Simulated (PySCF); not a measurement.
# Computed properties of Be2H2, SMILES [BeH][BeH]

Be₂H₂, SMILES [BeH][BeH]. Geometry: PBE0-D3(BJ)/def2-TZVPD. The values are those of a single conformer. All values are computed for the isolated molecule unless a solvent is named; none is compared with measurement here.

**Structure.** The optimised structure has D∞h symmetry. All 7 harmonic modes at PBE0-D3(BJ)/def2-TZVPD (PySCF) are real, so it is a minimum.

**Vibrations.** The strongest infrared lines (harmonic, unscaled, degenerate partners summed) lie at 2069 cm⁻¹ (425 km/mol, H 90 %, Be 10 %), 406 cm⁻¹ (324 km/mol, H 90 %, Be 10 %). The softest mode is at 406 cm⁻¹ and the zero-point energy is 9.7 kcal/mol.

**Electronic structure.** ωB97X/def2-TZVPD (PySCF) places the frontier levels at -9.41 and 0.00 eV, a gap of 9.41 eV, and gives a dipole moment of 0.00 D and a mean polarisability of 41.1 bohr³. PBE/def2-TZVPD (PySCF) at the same geometry gives -5.96 and -2.74 eV, so its gap is 6.19 eV narrower. An orbital gap is neither the optical nor the fundamental gap.

**Excitations.** TDDFT-ωB97X/def2-TZVPD (PySCF) has S1 at 4.00 eV (310 nm, f = 0.070, bright); the most intense of the 10 singlets computed lies at 7.33 eV (f = 0.85). Strengths of degenerate partners are summed. T1 (TDA) is at 2.98 eV. TDDFT-PBE/def2-TZVPD (PySCF) puts S1 at 3.58 eV. No vertical singlet excitation falls in the visible range (under 3.1 eV).

**NMR.** GIAO shifts at B3LYP/pcSseg-2 (PySCF) (non-relativistic, atoms alike by connectivity averaged): ¹H at 3.2 ppm against TMS.
